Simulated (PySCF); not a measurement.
Two species compared at the same levels of theory.

First species: C5H13NOSi.
SMILES: `CO[SiH2]N1CCCC1`

Second species: Ge(OH)Me3, C3H10GeO.
SMILES: `[CH3][Ge]([CH3])([CH3])[OH]`

Levels: PBE0/def2-SVPD for HOMO energy, LUMO energy, HOMO–LUMO gap and static isotropic polarisability; TDDFT PBE0/def2-SVPD for lowest singlet excitation; TDA PBE0/def2-SVPD for lowest triplet excitation (Tamm–Dancoff). Geometries: PBE0-D3(BJ)/def2-SVP. Each structure is a single optimised conformer of the isolated species, non-relativistic unless stated; the electronic structure was computed with PySCF and density fitting.

Question: Which has the higher LUMO energy?

Answer: The first: 0.70 eV against 0.17 eV, a difference of 0.53 eV.

Question: Which of the two has the higher S1 energy, and by how much?

Answer: The second: 6.76 eV against 5.86 eV, a difference of 0.90 eV.

Question: Which has the higher T1 energy?

Answer: The second: 6.47 eV against 5.65 eV, a difference of 0.82 eV.

Question: Which of the two has the higher HOMO–LUMO gap, and by how much?

Answer: The second: 7.98 eV against 7.03 eV, a difference of 0.95 eV.

Question: Which has the higher HOMO energy?

Answer: The first: -6.33 eV against -7.81 eV, a difference of 1.48 eV.

Question: Which has the higher static isotropic polarisability?

Answer: The first: 96.7 au against 71.8 au, a difference of 24.9 au.

On the first: The vertical singlet–triplet gap S1 − T1 is 0.21 eV (TDDFT singlet less Tamm–Dancoff triplet; S1: HOMO→LUMO, weight 0.83; T1: HOMO→LUMO+1, weight 0.79). The 10 singlets span 5.86 to 7.51 eV, and their oscillator strengths add up to 0.12.

On the second: No computed singlet falls in the visible range (750 to 380 nm, 1.65 to 3.26 eV); S1 lies 3.50 eV above its blue end. The polarisability is 10.65 Å³ as a volume (1 au = 0.148185 Å³), or 1.06 au for each of the 68 electrons. Relativistic effects, spin–orbit coupling among them, are left out although an element past zinc is present.
